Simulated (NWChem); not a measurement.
Molecule: Si$_{2}$H$_{3}$Cl$_{3}$; SMILES Cl[SiH2][SiH](Cl)Cl

```xyz
8

Si     0.7544    -1.2496    -0.5601
Cl    -0.3709    -2.8411     0.1476
Si    -0.0049     0.7018     0.4827
Cl     1.2056     2.2426    -0.1823
Cl    -1.9561     1.0488    -0.0921
H      0.5739    -1.1303    -2.0338
H      2.1897    -1.4899    -0.2373
H      0.0413     0.6810     1.9679
```
Atoms are numbered in this order, from 1.

Level: PBE0/def2-SVP (NWChem), optimised geometry, unscaled harmonic frequencies. 

Problem. List the harmonic frequencies with IR intensities, and the thermochemistry.

Solution. 
```csv
frequency (cm⁻¹),IR intensity (km/mol)
40,1.2
60,2.3
137,5.9
146,2.8
199,3.8
412,18.8
493,13.7
539,122.0
564,2.2
594,114.0
682,21.5
739,261.6
797,99.0
839,55.2
925,86.5
2246,70.0
2260,36.2
2269,101.5
```

| Property | Value |
|---|---|
| zero-point energy | 19.9 kcal/mol |
| thermal correction to the enthalpy at 298.15 K (with zero-point energy) | 25.4 kcal/mol |
| heat capacity Cv | 24.9 cal/(mol K) |
| entropy at 298.15 K and 1 atm (symmetry number 1) | 92.8 cal/(mol K) |
| dipole moment | 1.11 D |

Rigid rotor and harmonic oscillator; modes under 100 cm⁻¹ make the entropy uncertain.
